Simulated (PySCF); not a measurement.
Point groups of optimised structures. Computed with PBE0-D3(BJ)/def2-SVP geometry optimisation, gas phase (PySCF 2.14.0). The symmetry is that of the one conformer found, every atom within 0.08 Å of its image; none is proved a minimum here. Atoms past krypton carry def2 core potentials.

(1) Point group, rotor type and polarity of `[CH3:1][C:2]1=[N:3][CH2:4]1` with H–C1–C2–N3 0° (nearest H)?

(2) Point group, rotor type and polarity of `[H][In]([H])[I]` (InH2I)?

(3) Point group, rotor type and polarity of `[PH2:1][PH:2][PH2:3]` with H–P1–P2–P3 88° and 180°, P1–P2–P3–H -88° and 180°?

Answers

(1) Cs; asymmetric top; symmetry number 1; 2 operations, which sort the 9 atoms into 7 sets; dipole 2.70 D, in the ab plane, which is the mirror; A, B, C = 23090, 6603, 5505 MHz; heavy atoms equivalent by symmetry: none.

(2) C2v; near-prolate asymmetric top; symmetry number 2; 4 operations, which sort the 4 atoms into 3 sets; dipole 2.45 D, along a, the twofold axis; A, B, C = 101581, 1134, 1122 MHz.

(3) Cs; asymmetric top; symmetry number 1; 2 operations, which sort the 8 atoms into 5 sets; dipole 0.81 D, in the bc plane, which is the mirror.
